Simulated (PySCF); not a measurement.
**Bonding in `Oc1ccc(C(F)F)cc1`**

Species: C7H6F2O.
Numbering: `[OH:1][c:2]1[cH:3][cH:4][c:5]([CH:6]([F:7])[F:8])[cH:9][cH:10]1` (hydrogens: H11 on O1; H12 on C3; H13 on C4; H14 on C6; H15 on C9; H16 on C10)

Structure used (GFN2-xTB), in Å, numbered top down from 1:
```xyz
16
C7H6F2O angstrom
O     -3.1826    0.0002   -0.2184
C     -1.8320    0.0046   -0.1251
C     -1.0612   -1.1009   -0.4714
C      0.3139   -1.0490   -0.3599
C      0.9350    0.1072    0.0952
C      2.4305    0.1441    0.2154
F      2.8768   -0.7827    1.1078
F      3.0324   -0.1717   -0.9633
C      0.1659    1.2109    0.4417
C     -1.2082    1.1632    0.3338
H     -3.4919   -0.8546   -0.5433
H     -1.5423   -2.0021   -0.8265
H      0.9132   -1.9057   -0.6280
H      2.8174    1.1242    0.5346
H      0.6449    2.1110    0.7963
H     -1.8195    2.0101    0.5997
```

Bond orders from the PBE0/pcSseg-1 density (PySCF). Isolated species at its GFN2-xTB geometry (one conformer only).

How far do the computed orders between heavy atoms stray from the drawn ones?

The largest departure is 0.149, at C2–C3 (drawn aromatic, 1.351), counting aromatic bonds as 1.5. The bonds drawn aromatic range from 1.35 to 1.46.

Set the Mayer orders of the bonds between heavy atoms beside their lengths.

```
  bond  drawn as  length (Å)  Mayer order
 O1–C2    single       1.354        1.079
 C2–C3  aromatic       1.391        1.351
 C3–C4  aromatic       1.381        1.458
 C4–C5  aromatic       1.389        1.366
 C5–C6    single       1.501        1.036
 C6–F7    single       1.362        0.953
 C6–F8    single       1.361        0.950
 C5–C9  aromatic       1.389        1.390
C9–C10  aromatic       1.379        1.464
C10–C2  aromatic       1.394        1.390
```

Bonds between the same two heavy elements. C–C: lowest C5–C6 (1.036, 1.501 Å), highest C9–C10 (1.464, 1.379 Å); in 1 of the 21 pairs the longer bond (by over 0.003 Å) has the higher order (by 0.02 or more). C–F: all 2 within 0.02 of one another (0.950 to 0.953).

And the bonds to hydrogen?

H–O: 0.94 (1 bond); C–H: 0.94 to 0.97 (5 bonds).

Sum the orders of all bonds at each heavy atom with more than one neighbour and set the sums beside the valence in the SMILES.

O1 2.019 (drawn 2), C2 3.820 (drawn 4), C3 3.754 (drawn 4), C4 3.776 (drawn 4), C5 3.792 (drawn 4), C6 3.903 (drawn 4), C9 3.822 (drawn 4), C10 3.804 (drawn 4). Orders between atoms that aren't bonded are not in these sums.

Mayer orders depend on the basis set.
